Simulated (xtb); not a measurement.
A geometry relaxed with GFN2-xTB (xtb), charge 0, multiplicity 1:

```xyz
7

H      2.2239    -0.6920     0.0491
Ga    -0.0002     0.0007    -0.0002
O      0.2653     1.7187     0.0154
O      1.3540    -1.0892     0.0240
H     -1.7083    -1.5817    -0.0471
H     -0.5145     2.2726    -0.0013
O     -1.6202    -0.6291    -0.0399
```

Task: Write the SMILES of this molecule.

Result: `[OH][Ga]([OH])[OH]`
